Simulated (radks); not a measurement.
Results of a calculation; reference values are marked as such.
Task: Sm I, 62 electrons, occupied as [Xe] 4f6 6s2. Code: a radial shooting solver on a logarithmic mesh with Libxc functionals. Model: scalar-relativistic Kohn-Sham, PBEsol, spin-polarised, spherical densities, point nucleus; open shells are filled with parallel spins first (spin-orbit coupling, left out, can overturn this in heavy ions). Some entries of the table are withheld. Estimate them.

orbital  occ.  eigenvalue (Ry)  <r> (bohr)  <1/r> (bohr^-1)
1s up       1        -3429.390     0.02275            68.80
1s down     1        -3429.390     0.02275            68.80
2s up       1        -560.3526     0.09703            15.93
2s down     1        -560.3497     0.09703            15.93
2p up       3        -499.8951     0.08549            14.95
2p down     3        -499.8931     0.08549            14.95
3s up       1        -122.7530      0.2551            5.824
3s down     1        -122.6151      0.2550            5.829
3p up       3        -103.8564      0.2535            5.490
3p down     3        -103.7194      0.2533            5.495
3d up       5        -78.25206      0.2311            5.211
3d down     5        -78.14605      0.2309            5.216
4s up       1        -24.46560      0.5795            2.447
4s down     1        -24.12698      0.5793            2.447
4p up       3        -18.25755      0.6137            2.251
4p down     3        -17.91889      0.6136            2.251
4d up       5         -9.55165      0.6712            1.974
4d down     5         -9.21356      0.6717            1.973
5s up       1         -3.24928       1.403           0.9447
5s down     1         -3.05046       1.425           0.9271
5p up       3              (1)       1.649           0.7931
5p down     3              (2)       1.688           0.7721
4f up       6         -0.27182      0.9933            1.369
6s up       1         -0.27124       4.253           0.2945
6s down     1         -0.25373       4.398           0.2839

Result: 
(1) 5p up eigenvalue (Ry): -1.75954
(2) 5p down eigenvalue (Ry): -1.61069
